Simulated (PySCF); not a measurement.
**Sb⁻ (antimony, charge -1) across methods**

[Kr] 4d10 5s2 5p4, high-spin 3P determinant. Computed with PySCF 2.14 in aug-cc-pV5Z-PP with ECP28MDF, with scalar relativity through the core potential.

```tsv
method	E (hartree)	mean ε 5s β (eV)	mean ε 5p α (eV)	mean ε 5p β (eV)	Σ⟨r²⟩ (bohr²)	⟨S²⟩
UHF	-239.27618	-8.941	-2.506	-0.720	85.06	2.026
r2SCAN	-240.3452	-5.959	0.228	1.269	85.47	2.018
M06	-240.3086	-7.158	-0.113	0.838	86.45	2.006
HSE06	-240.2565	-6.619	0.042	1.052	85.39	2.008
BP86	-240.3798	-6.196	0.361	1.209	87.38	2.009
PBE	-240.2446	-6.009	0.450	1.360	87.85	2.010
LDA	-239.8829	-6.362	0.387	1.265	87.26	2.007
```

(1) Estimate the same row for PBE0.

Energies and moments cover only the electrons outside the core potential.

The highest occupied level is positive at r2SCAN, M06, HSE06, PBE0, BP86, PBE, LDA: only the finite basis holds that electron, which in a density functional comes from self-interaction.

Answers

(1) E (hartree) = -240.2570; mean ε 5s β (eV) = -6.928; mean ε 5p α (eV) = -0.353; mean ε 5p β (eV) = 0.720; Σ⟨r²⟩ (bohr²) = 85.12; ⟨S²⟩ = 2.010.
